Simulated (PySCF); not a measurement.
# Working with the constants of ZnS⁺

UHF-CCSD(T) constants of ZnS⁺, ²Π (doublet), unpaired electrons π ↑ (basis Zn def2-SVP, S def2-SVP; no relativity; PySCF 2.14; masses 63.9291 and 31.9721 u):

| Item | Value |
| --- | --- |
| ωe | 379.0 cm⁻¹ |
| ωexe | 2.11 cm⁻¹ |
| Be | 0.16303 cm⁻¹ |
| αe | 0.000999 cm⁻¹ |
| D (centrifugal) | 1.21e-07 cm⁻¹ |
| De to Zn⁺ + S | 1.64 eV |

(1) Give the vibrational terms G(v) and spacings up to v = 3.

(2) How well does the Morse estimate ωe²/(4ωexe) reproduce De, and what is D0?

Correlated steps freeze 10 core orbitals. Correlated levels converge slowly with the basis: in double zeta they bind strong bonds too weakly, by up to about 1 eV, and carry superposition errors of some tenths. For an ion De counts to the pair picked by the measured ionisation energies or electron affinities, which need not be the lowest pair at this level. The state was picked by a PBE0 search and need not be the measured ground state.

## Answers

(1) G(v) = ωe(v+½) − ωexe(v+½)².

```json
{"v": "0", "G(v) (cm⁻¹)": "189", "G(v) − G(v−1)": "", "Bv (cm⁻¹)": "0.1625"}
{"v": "1", "G(v) (cm⁻¹)": "564", "G(v) − G(v−1)": "375", "Bv (cm⁻¹)": "0.1615"}
{"v": "2", "G(v) (cm⁻¹)": "934", "G(v) − G(v−1)": "371", "Bv (cm⁻¹)": "0.1605"}
{"v": "3", "G(v) (cm⁻¹)": "1301", "G(v) − G(v−1)": "366", "Bv (cm⁻¹)": "0.1595"}
```

(2) It gives 2.11 eV, 129 % of the computed De. D0 = De − G(0) = 1.64 − 0.02 = 1.62 eV.
